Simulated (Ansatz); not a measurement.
One change: `[SeH][SiH2][SeH]` becomes `[SeH][SiH2][TeH]`.

Ansatz, PBE0-D4/def2-TZVP geometries, multiplicity 1. Each molecule was computed in one conformer, which needn't be the lowest.

Elements past krypton have def2 core potentials. Scalar relativity is left out up to krypton. Spin–orbit coupling is left out; it splits and shifts lone-pair levels of the heavy atoms by tenths of an eV.

| property | `[SeH][SiH2][SeH]` |
| --- | --- |
| LUMO energy (B3LYP/def2-TZVPP) / eV | -0.85 |
| HOMO energy (PBE/def2-TZVPP) / eV | -5.92 |
| HOMO energy (PBE0/def2-TZVPP) / eV | -7.04 |
| size of the dipole moment (PBE/def2-TZVPP) / D | 0.11 |
| LUMO energy (PBE0/def2-TZVPP) / eV | -0.63 |
| HOMO energy (B3LYP/def2-TZVPP) / eV | -6.81 |

Task: Give the same properties after the change, and the shifts. (Estimate.)

Result: The calculation gave: 
| property | `[SeH][SiH2][TeH]` | shift |
| --- | --- | --- |
| LUMO energy (B3LYP/def2-TZVPP) / eV | -1.16 | -0.31 |
| HOMO energy (PBE/def2-TZVPP) / eV | -5.69 | 0.23 |
| HOMO energy (PBE0/def2-TZVPP) / eV | -6.70 | 0.34 |
| size of the dipole moment (PBE/def2-TZVPP) / D | 0.77 | 0.66 |
| LUMO energy (PBE0/def2-TZVPP) / eV | -0.94 | -0.31 |
| HOMO energy (B3LYP/def2-TZVPP) / eV | -6.48 | 0.33 |

With PBE0 the HOMO rises by 0.34 eV and the LUMO falls by 0.31 eV, so the gap narrows by about 0.65 eV. PBE moves the HOMO by 0.23 eV and ωB97M-V by 0.38 eV. Dipoles are sizes alone; their direction can turn.

B3LYP here is the variant with VWN-RPA as its local correlation; programs differ in this.
